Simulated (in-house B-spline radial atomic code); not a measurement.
A fraction x of an electron is removed from 4p in the zirconium ion Zr⁺, starting from [Kr] 4d2 5s1 and keeping the highest spin. All numbers are computed (scalar-relativistic (X2C) OLYP, spin-polarised, spherical fractional occupations; Fermi nucleus of rms radius 4.2694 fm) with a radial B-spline atomic code at the basis-set limit, not measured.

```json
{"x": "0", "E(x) - E(0) (eV)": "0.0000", "4p down level (eV)": "-38.332"}
{"x": "0.07", "E(x) - E(0) (eV)": "2.7108", "4p down level (eV)": "-39.122"}
{"x": "0.13", "E(x) - E(0) (eV)": "5.0786", "4p down level (eV)": "-39.806"}
{"x": "0.31", "E(x) - E(0) (eV)": "?", "4p down level (eV)": "?"}
{"x": "0.49", "E(x) - E(0) (eV)": "20.1659", "4p down level (eV)": "-44.048"}
{"x": "0.5", "E(x) - E(0) (eV)": "20.6070", "4p down level (eV)": "-44.169"}
{"x": "0.63", "E(x) - E(0) (eV)": "26.4516", "4p down level (eV)": "-45.753"}
{"x": "0.81", "E(x) - E(0) (eV)": "34.8872", "4p down level (eV)": "-47.982"}
{"x": "0.92", "E(x) - E(0) (eV)": "?", "4p down level (eV)": "?"}
{"x": "1", "E(x) - E(0) (eV)": "44.2306", "4p down level (eV)": "-50.377"}
```

Question: What belongs in the row x = 0.31?

Answer: An energy change of 12.4313 eV; 4p down at -41.900 eV.

Question: What belongs in the row x = 0.92?

Answer: An energy change of 40.2411 eV; 4p down at -49.364 eV.

Question: Check Janak's theorem between x = 0.07 and 0.13.

Answer: The slope of the energy is 39.46 eV; the orbital levels give 39.46 eV (-ε of the emptying orbital, averaged over the two points).
